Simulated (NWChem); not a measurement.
# SiN$_{2}$H$_{4}$, singlet; SMILES [Si](N)N

```xyz
7

Si     0.0000     0.0000    -0.6535
N      1.3245     0.0000     0.4565
H      1.2910     0.0000     1.4721
H      2.2784     0.0000     0.1144
N     -1.3245     0.0000     0.4565
H     -2.2784     0.0000     0.1144
H     -1.2910     0.0000     1.4721
```
Atoms are numbered in this order, from 1.

Program: NWChem. Low-valent species are run as closed-shell singlets; no triplet was tried in these runs. Structure relaxed at the PBE0/def2-SVP level. Level: PBE0/def2-SVP with SMD (1 M gas to 1 M solution), gas-phase geometry. Reactions with the solvent are ignored.

Question: What does the run give for solvent water? Quantities: solvation free energy (kcal/mol); cavity-dispersion-structure term (kcal/mol); dipole in solution (D).

Answer: The solvation free energy (kcal/mol) is -4.2. The cavity-dispersion-structure term (kcal/mol) is 2.7 and the dipole in solution (D) is 3.24.
